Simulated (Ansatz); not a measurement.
Cost and result for the atomization energy of C$_{2}$H$_{5}$O$_{2}$Si, SMILES `[CH]=C[SiH](O)O` radical (10 atoms, 9 bonds).

Cartesian coordinates in Å:
```
C -1.8751 0.0899 -0.2236
C -0.8908 -0.5153 0.3748
Si 0.8466 0.1851 0.3667
O 0.8428 1.5370 -0.5593
O 1.9262 -0.9155 -0.1834
H -2.9354 -0.0175 -0.4089
H -1.0690 -1.4612 0.9027
H 1.3073 0.4794 1.7388
H -0.0140 1.7979 -0.9049
H 1.8615 -1.1796 -1.1028
```

The species carries charge 0 and has multiplicity 2. All single points use the PBE0-D4/def2-TZVP geometry. It is one conformer, not always the lowest. Program: Ansatz. All runs use 4 threads of an Intel Xeon Platinum 8488C on a shared host. Times are those of one run each, without the atoms' runs, and a repeat can differ threefold. Electronic energies, without spin–orbit coupling; frozen cores. CCSD(T)/CBS adds CCSD(T) − MP2 in def2-TZVPP to the MP2 limit, and its time is that of the two runs behind it. T1 = 0.027; ⟨S²⟩ of the reference is 0.92. HSE06 is the plane-wave form, built on full-range PBE exchange.

CCSD(T)/CBS is a level of theory with its own doubt, some kJ/mol a heavy atom from the limit and from the frozen cores, so smaller differences don't rank the functionals.

| level | functions | wall time | atomization (kcal/mol) | difference from CCSD(T)/CBS | per bond |
| --- | --- | --- | --- | --- | --- |
| BLYP-D4/def2-TZVPP | 236 | 2.1 s | 942.7 | -1.3 | -0.1 |
| revPBE-D4/def2-TZVPP | 236 | 2.1 s | 935.3 | -8.7 | -1.0 |
| PBE-D4/def2-TZVPP (with forces) | 236 | 2.4 s | 961.3 | 17.3 | 1.9 |
| PBE0-D4/def2-TZVPP | 236 | 3.2 s | 939.8 | -4.2 | -0.5 |
| HSE06-D4/def2-TZVPP | 236 | 3.6 s | 940.6 | -3.4 | -0.4 |
| CAM-B3LYP-D4/def2-TZVPP | 236 | 3.7 s | 946.0 | 2.0 | 0.2 |
| BHLYP-D4/def2-TZVPP | 236 | 4.1 s | 908.5 | -35.5 | -3.9 |
| B2PLYP/def2-TZVPP | 236 | 5.5 s | 932.5 | -11.5 | -1.3 |
| ωB97M-V/def2-TZVPP (with forces) | 236 | 9 s | 944.2 | 0.2 | 0.0 |
| CCSD(T)/def2-SVP | 99 | 9.5 s | 875.4 | -68.6 | -7.6 |
| MP2/def2-QZVPP | 448 | 20 s | 950.1 | 6.1 | 0.7 |
| CCSD(T)/def2-TZVPP | 236 | 10 min | 916.4 | -27.6 | -3.1 |
| CCSD(T)/CBS(def2) | – | 10 min | 944.0 | 0.0 | 0.0 |

From BLYP to BHLYP (50 % exact exchange), in def2-TZVPP and without D4, the atomization energy moves by −29.4 kcal/mol: exact exchange takes away binding that semilocal exchange gives to molecules. Leaving LDA and LC-ωPBE aside and taking each functional with its dispersion term where it has one, the values spread over 52.8 kcal/mol, from BHLYP-D4 to PBE-D4. LDA lies +127.0 kcal/mol from PBE without D4, its usual overbinding. In def2-TZVPP, CCSD(T) changes the Hartree–Fock value by +236.3 kcal/mol (the triples alone add +15.1 kcal/mol) and MP2 by +253.4 kcal/mol; breaking electron pairs costs correlation energy, which Hartree–Fock lacks.
